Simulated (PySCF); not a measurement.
PBE on Ru⁻ (ruthenium, charge -1), [Kr] 4d7 5s2, high-spin 4F determinant. All numbers are calculated (PySCF 2.14, scalar relativity through the core potential, in def2-TZVPPD with the def2 core potential (28 electrons) (6s4p3d2f1g, 56 functions)).

```
cycle= 1 E= -94.8421291013151  delta_E= -0.0145  |g|= 0.0729  |ddm|= 0.684
cycle= 2 E= -94.8386823127677  delta_E= 0.00345  |g|= 0.116  |ddm|= 0.225
cycle= 3 E= -94.8440521321241  delta_E= -0.00537  |g|= 0.00362  |ddm|= 0.151
cycle= 4 E= -94.8440590203736  delta_E= -6.89e-06  |g|= 0.000614  |ddm|= 0.0107
cycle= 5 E= -94.8440592595751  delta_E= -2.39e-07  |g|= 6.87e-06  |ddm|= 0.00166
cycle= 6 E= -94.8440592596383  delta_E= -6.32e-11  |g|= 4.16e-07  |ddm|= 3.02e-05
converged SCF energy = -94.8440592596383  <S^2> = 3.7617406  2S+1 = 4.005866
```

Highest occupied orbital energy: 2.181 eV; ⟨L²⟩ = 12.02; populations by l: s 4.00, p 6.00, d 7.00, f 0.00.

**Question.** Can this result be used?

**Answer.** With care. The run converged. Energies and moments cover only the electrons outside the core potential. At PBE the highest occupied level has a positive energy, so only the finite basis holds that electron; in a semilocal or global hybrid functional this comes from self-interaction and does not mean that the real anion is unbound.
